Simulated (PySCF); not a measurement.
**InH⁺: one state, many levels of theory**

State: ²Σ⁺ (doublet), unpaired electrons σ ↑. Set-up: PySCF, scalar-relativistic core potentials, basis sets In def2-TZVPPD with ECP28, H def2-TZVPPD. De refers to In⁺ + H in their ground configurations, without counterpoise correction. The functionals are run spin-unrestricted. A positive dipole points towards H; it is taken about the centre of mass and depends on that origin. Levels whose curve was spin-contaminated or gave no clean fit are not listed.

```csv
Level,Re (Å),ωe (cm⁻¹),De (eV),μ (D),"CPU s a point (SCF and correlation, without the integrals)"
ROHF-CCSD,1.826,1101,0.248,n/a,n/a
ROHF-CCSD(T),1.836,1132,0.261,n/a,12
LDA,1.863,1069,0.60,0.53,0.39
PBE,1.898,927,0.297,0.42,0.64
revPBE,1.893,954,0.257,0.34,0.42
BP86,1.880,1014,0.403,0.38,0.42
r²SCAN,1.855,1052,0.51,0.32,0.82
B3LYP,1.890,963,0.320,0.35,0.86
PBE0,1.850,1072,0.320,0.29,1.2
HSE06,1.860,1036,0.314,0.31,1.1
B2PLYP,1.870,983,0.258,0.25,0.83
```

The bond length runs from 1.826 Å (ROHF-CCSD) to 1.898 Å (PBE). De spans 0.25 eV (ROHF-CCSD, coupled cluster) to 0.60 eV (LDA, local density).

Correlated steps freeze 4 core orbitals. The bond is weak. Basis-set superposition, not corrected here, can be much of De in a small basis, most of all at correlated wavefunction levels. Spin–orbit coupling is left out. For an ion De counts to the pair picked by the measured ionisation energies or electron affinities, which need not be the lowest pair at this level. B2PLYP dipoles, levels and charges come from its SCF part alone. The state is the lowest determinant that a PBE0 search found; another state may lie lower at other levels.

The whole job (state search and all levels along the bond) took about 3.6 min on 1 thread of Intel Xeon Platinum 8488C (shared host), peak memory 1.4 GiB.
